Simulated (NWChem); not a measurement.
System: ZrBr$_{4}$; SMILES [Br][Zr]([Br])([Br])[Br]

Output (shortened):

```
             Northwest Computational Chemistry Package (NWChem) 7.3.0
             --------------------------------------------------------

 C1  symmetry detected

                             Geometry "geometry" -> ""
                             -------------------------

 Output coordinates in angstroms (scale by  1.889725989 to convert to a.u.)

  No.       Tag          Charge          X              Y              Z
 ---- ---------------- ---------- -------------- -------------- --------------
    1 Zr                  40.0000     0.00000618     0.00000154     0.00000297
    2 Br                  35.0000    -2.10619568    -0.13255392     1.30613869
    3 Br                  35.0000     1.00219344     2.25406937     0.27285155
    4 Br                  35.0000     1.59194928    -1.71806108     0.82073872
    5 Br                  35.0000    -0.48795410    -0.40345613    -2.39973235

 Effective nuclear repulsion energy (a.u.)    2153.7008484324

                                 NWChem DFT Module
                                 -----------------

 Summary of "ao basis" -> "ao basis" (spherical)
 ------------------------------------------------------------------------------
       Tag                 Description            Shells   Functions and Types
 ---------------- ------------------------------  ------  ---------------------
 Zr                         def2-svp                11       31   5s3p2d1f
 Br                         def2-svp                12       32   5s4p3d

            General Information
            -------------------
          SCF calculation type: DFT
          Wavefunction type:  closed shell.
          No. of atoms     :     5
          No. of electrons :   152
           Alpha electrons :    76
            Beta electrons :    76
          Charge           :     0
          Spin multiplicity:     1
          Use of symmetry is: off; symmetry adaption is: off
          Maximum number of iterations: 150
          AO basis - number of functions:   159
                     number of shells:    59
          Convergence on energy requested:  1.00D-06
          Convergence on density requested:  1.00D-05
          Convergence on gradient requested:  5.00D-04

              XC Information
              --------------
                       M06-2X Method XC Functional
                     Hartree-Fock (Exact) Exchange  0.540
                        M06-2X Exchange Functional  1.000
                      M06-2X Correlation Potential  1.000

             Grid Information
             ----------------
          Grid used for XC integration:  coarse
          Radial quadrature: Mura-Knowles
          Angular quadrature: Lebedev.
          Tag              B.-S. Rad. Rad. Pts. Rad. Cut. Ang. Pts.
          ---              ---------- --------- --------- ---------
          Zr                  1.55      104           9.0       302
          Br                  1.15       95          10.0       302
          Grid pruning is: on
          Number of quadrature shells:   484
          Spatial weights used:  Erf1

      Superposition of Atomic Density Guess
      -------------------------------------

 Sum of atomic energies:      -10341.84271876

      Non-variational initial energy
      ------------------------------

 Total energy =  -10335.375876
 1-e energy   =  -17036.678457
 2-e energy   =    5383.415974
 HOMO         =      -0.405894
 LUMO         =       0.017992

     ---------------------------------------------
      Total Density - Mulliken Population Analysis
     ---------------------------------------------

    Atom       Charge   Shell Charges
 -----------   ------   -------------------------------------------------------
    1 Zr  12     9.77  -0.47  1.58  0.90  0.39  0.03  5.80  0.37  0.11  0.72  0.28  0.05
    2 Br  35    35.56   2.00  2.00  2.00  1.37  0.58  6.00  5.99  2.46  3.15  8.23  1.73  0.05
    3 Br  35    35.56   2.00  2.00  2.00  1.37  0.58  6.00  5.99  2.46  3.15  8.23  1.73  0.05
    4 Br  35    35.56   2.00  2.00  2.00  1.37  0.58  6.00  5.99  2.46  3.15  8.23  1.73  0.05
    5 Br  35    35.56   2.00  2.00  2.00  1.37  0.58  6.00  5.99  2.46  3.15  8.23  1.73  0.05

   convergence    iter        energy       DeltaE   RMS-Dens  Diis-err
 ---------------- ----- ----------------- --------- --------- ---------
 d= 0,ls=0.0,diis     1 -10342.5886558136 -1.17D+04  2.19D-02  1.28D+00
 d= 0,ls=0.0,diis     2 -10340.8467443818  1.74D+00  1.43D-02  1.61D+01
 d= 0,ls=0.0,diis     3 -10342.8069987250 -1.96D+00  1.65D-03  7.46D-02
 d= 0,ls=0.0,diis     4 -10342.8187591380 -1.18D-02  2.49D-04  1.89D-03
 d= 0,ls=0.0,diis     5 -10342.8184544811  3.05D-04  1.12D-04  4.69D-05
  Resetting Diis
 d= 0,ls=0.0,diis     6 -10342.8184765499 -2.21D-05  3.56D-05  2.95D-06
 d= 0,ls=0.0,diis     7 -10342.8184783256 -1.78D-06  6.59D-06  1.34D-07
 d= 0,ls=0.0,diis     8 -10342.8184783392 -1.36D-08  2.73D-06  1.52D-07

         Total DFT energy =   -10342.818478339175
      One electron energy =   -17040.427038253383
           Coulomb energy =     5751.345716344962
    Exchange-Corr. energy =     -371.623764114556
 Nuclear repulsion energy =     1317.886607683802

 Numeric. integr. density =      152.000000038563

                       DFT Final Molecular Orbital Analysis
                       ------------------------------------

[...]

                         DFT ENERGY GRADIENTS

    atom               coordinates                        gradient
                 x          y          z           x          y          z
   1 Zr      0.000012   0.000003   0.000006   -0.000033   0.000027  -0.000008
   2 Br     -3.980133  -0.250491   2.468244   -0.001276  -0.000097   0.000804
   3 Br      1.893871   4.259573   0.515615    0.000621   0.001399   0.000153
   4 Br      3.008348  -3.246665   1.550971    0.000974  -0.001077   0.000491
   5 Br     -0.922100  -0.762422  -4.534837   -0.000286  -0.000252  -0.001440
```

Level: M06-2X/def2-SVP with def2 effective core potentials on Zr. Coordinates come from a PBE-D3(BJ)/def2-SVP optimisation. No frequency run checked for a minimum. def2 effective core potentials on Zr; no spin-orbit coupling.

Task: Which NWChem input produces such a log?

Result: Several could match; the one computed here: the input that was run:
```
start job
memory heap 200 mb stack 900 mb global 1100 mb
geometry units angstroms noautoz
  Zr     0.000005     0.000000     0.000005
  Br    -2.050615     1.397959     0.017781
  Br     2.001631     1.466954     0.034454
  Br     0.016786    -1.469544     1.999952
  Br     0.032193    -1.395371    -2.052193
end
basis spherical
  Zr library def2-svp
  Br library def2-svp
end
ecp
  Zr library def2-ecp
end
dft
  xc m06-2x
  grid coarse
  iterations 150
  mulliken
end
task dft gradient
```
